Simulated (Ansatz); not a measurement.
# CH5BFNO (SMILES COB(N)F): the energy to break a bond

CH5BFNO has 10 atoms, charge 0, and is taken as a singlet. SMILES: `COB(N)F`. The shape was relaxed beforehand at PBE0/def2-SVP. This is one conformer, not always the lowest.

```tsv
atom	x (Å)	y (Å)	z (Å)
C	-1.3296	0.2631	-0.4858
O	-0.0922	0.1109	-1.1127
B	1.0387	-0.1419	-0.4019
N	1.0940	-0.2763	0.9973
F	2.1673	-0.2695	-1.1086
H	-1.3350	1.1131	0.2214
H	-1.6306	-0.6471	0.0653
H	-2.0928	0.4593	-1.2528
H	0.2970	-0.1971	1.6103
H	1.9660	-0.4652	1.4703
```

Wanted: the dissociation energy of the H9–N4 bond into doublet H and doublet CH4BFNO (shapes relaxed at PBE0/def2-SVP, no zero-point term). 1 Eh = 2625.50 kJ/mol = 27.2114 eV. Totals in Eh; open shells run unrestricted unless said.

| level | program | CH5BFNO | doublet H | doublet CH4BFNO |
| --- | --- | --- | --- | --- |
| HF/def2-SVP | Ansatz | -294.146010 | -0.499278 | -293.496204 |
| PBE/def2-SVP | Ansatz | -295.368875 | -0.498629 | -294.678909 |

Work out the dissociation energy at each level.


1. HF/def2-SVP: (-0.499278) + (-293.496204) − (-294.146010) = 0.150528 Eh = 395.2 kJ/mol = 4.10 eV.
2. PBE/def2-SVP: (-0.498629) + (-294.678909) − (-295.368875) = 0.191337 Eh = 502.4 kJ/mol = 5.21 eV.

The levels span 395 to 502 kJ/mol; no measured value is set beside them. Hartree–Fock lacks the correlation of the bonding electrons, so it comes out low. A bond enthalpy at 298 K also holds the loss of zero-point energy and thermal terms.
